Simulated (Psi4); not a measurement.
C₄H₄O₂ (SMILES O=C1CC(=O)C1), singlet, at a GFN2-xTB geometry; HF/cc-pVTZ (Psi4).

Input for Psi4:
```
memory 2 GB

molecule mol {
0 1
O     0.396888    2.209269    0.018375
C     0.186189    1.036415    0.008620
C     1.080336   -0.193703   -0.045208
C    -0.186189   -1.036415   -0.008620
O    -0.396888   -2.209269   -0.018375
C    -1.080336    0.193703    0.045208
H     1.746892   -0.320539    0.807456
H     1.678152   -0.293567   -0.950782
H    -1.746892    0.320539   -0.807456
H    -1.678152    0.293567    0.950782
}

set {
  basis cc-pvtz
  reference rhf
}

energy('scf')
print_variables()
```

What the program printed (banner, timings and long lists left out):

```
   => Loading Basis Set <=

    Name: CC-PVTZ
    Role: ORBITAL
    Keyword: BASIS

         ---------------------------------------------------------
                                   SCF
               by Justin Turney, Rob Parrish, Andy Simmonett
                          and Daniel G. A. Smith
                              RHF Reference
         ---------------------------------------------------------

  ==> Geometry <==

    Molecular point group: ci
    Full point group: Ci

    Geometry (in Angstrom), charge = 0, multiplicity = 1:

       Center              X                  Y                   Z               Mass
    ------------   -----------------  -----------------  -----------------  -----------------
         O            0.396888000000     2.209269000000     0.018375000000    15.994914619570
         C            0.186189000000     1.036415000000     0.008620000000    12.000000000000
         C            1.080336000000    -0.193703000000    -0.045208000000    12.000000000000
         C           -0.186189000000    -1.036415000000    -0.008620000000    12.000000000000
         O           -0.396888000000    -2.209269000000    -0.018375000000    15.994914619570
         C           -1.080336000000     0.193703000000     0.045208000000    12.000000000000
         H            1.746892000000    -0.320539000000     0.807456000000     1.007825032230
         H            1.678152000000    -0.293567000000    -0.950782000000     1.007825032230
         H           -1.746892000000     0.320539000000    -0.807456000000     1.007825032230
         H           -1.678152000000     0.293567000000     0.950782000000     1.007825032230

  Running in ci symmetry.

  Rotational constants: A =      0.38049  B =      0.08830  C =      0.07362 [cm^-1]
  Rotational constants: A =  11406.77544  B =   2647.03564  C =   2207.03384 [MHz]
  Nuclear repulsion =  213.975174068901822

  Charge       = 0
  Multiplicity = 1
  Electrons    = 44
  Nalpha       = 22
  Nbeta        = 22

  ==> Algorithm <==

  SCF Algorithm Type is DF.
  DIIS enabled.
  MOM disabled.
  Fractional occupation disabled.
  Guess Type is SAD.
  Energy threshold   = 1.00e-06
  Density threshold  = 1.00e-06
  Integral threshold = 1.00e-12

  ==> Primary Basis <==

  Basis Set: CC-PVTZ
    Blend: CC-PVTZ
    Number of shells: 84
    Number of basis functions: 236
    Number of Cartesian functions: 270
    Spherical Harmonics?: true
    Max angular momentum: 3

   => Loading Basis Set <=

    Name: (CC-PVTZ AUX)
    Role: JKFIT
    Keyword: DF_BASIS_SCF

  ==> Integral Setup <==

  SCF_SUBTYPE=INCORE selected. In-core MEM_DF algorithm will be used.
  Using in-core AOs.

  ==> MemDFJK: Density-Fitted J/K Matrices <==

    J tasked:                   Yes
    K tasked:                   Yes
    wK tasked:                   No
    Algorithm:                 Core
    Schwarz Cutoff:           1E-12
    Mask sparsity (%):       2.3664
    Fitting Condition:        1E-10

   => Auxiliary Basis Set <=

  Basis Set: (CC-PVTZ AUX)
    Blend: CC-PVTZ-JKFIT
    Number of shells: 190
    Number of basis functions: 594
    Number of Cartesian functions: 716
    Spherical Harmonics?: true
    Max angular momentum: 4

  Minimum eigenvalue in the overlap matrix is 1.4841647053E-04.
  Reciprocal condition number of the overlap matrix is 2.1727960379E-05.
    Using symmetric orthogonalization.

  ==> Pre-Iterations <==

  SCF Guess: Superposition of Atomic Densities via on-the-fly atomic UHF (no occupation information).

   -------------------------
    Irrep   Nso     Nmo
   -------------------------
     Ag       118     118
     Au       118     118
   -------------------------
    Total     236     236
   -------------------------

  ==> Iterations <==

                           Total Energy        Delta E     RMS |[F,P]|

   @DF-RHF iter SAD:  -302.91497499784981   -3.02915e+02   0.00000e+00
   @DF-RHF iter   1:  -303.41165620682233   -4.96681e-01   3.69287e-03 ADIIS/DIIS
   @DF-RHF iter   2:  -303.53563541455469   -1.23979e-01   2.52884e-03 ADIIS/DIIS
   @DF-RHF iter   3:  -303.59143639545391   -5.58010e-02   4.93085e-04 ADIIS/DIIS
   @DF-RHF iter   4:  -303.59589661541213   -4.46022e-03   1.92449e-04 ADIIS/DIIS
   @DF-RHF iter   5:  -303.59682576419891   -9.29149e-04   4.12098e-05 DIIS
   @DF-RHF iter   6:  -303.59690476407025   -7.89999e-05   1.61596e-05 DIIS
   @DF-RHF iter   7:  -303.59691310827418   -8.34420e-06   4.63020e-06 DIIS
   @DF-RHF iter   8:  -303.59691399265483   -8.84381e-07   1.09982e-06 DIIS
   @DF-RHF iter   9:  -303.59691402974079   -3.70860e-08   2.29523e-07 DIIS
  Energy and wave function converged.

  ==> Post-Iterations <==

    Orbital Energies [Eh]
    ---------------------

    Doubly Occupied:

[...]
      11Ag    -0.410149

    Virtual:

[...]
     118Au    14.205411

    Final Occupation by Irrep:
             Ag    Au
    DOCC [    11,   11 ]
    NA   [    11,   11 ]
    NB   [    11,   11 ]

  @DF-RHF Final Energy:  -303.59691402974079

   => Energetics <=

    Nuclear Repulsion Energy =            213.9751740689018220
    One-Electron Energy =                -837.7797382339392698
    Two-Electron Energy =                 320.2076501352966034
    Total Energy =                       -303.5969140297407876

Computation Completed

Properties will be evaluated at   0.000000,   0.000000,   0.000000 [a0]

Properties computed using the SCF density matrix

 Multipole Moments:

 ------------------------------------------------------------------------------------
     Multipole            Electronic (a.u.)      Nuclear  (a.u.)        Total (a.u.)
 ------------------------------------------------------------------------------------

 L = 1.  Multiply by 2.5417464519 to convert [e a0] to [Debye]
 Dipole X            :          0.0000000            0.0000000            0.0000000
 Dipole Y            :          0.0000000            0.0000000            0.0000000
 Dipole Z            :          0.0000000            0.0000000            0.0000000
 Magnitude           :                                                    0.0000000

 ------------------------------------------------------------------------------------

  Variable Map:
  ----------------------------------------------------------------------------
[...]
  Array Variable Map:
  ----------------------------------------------------------------------------
[...]
[...]
```
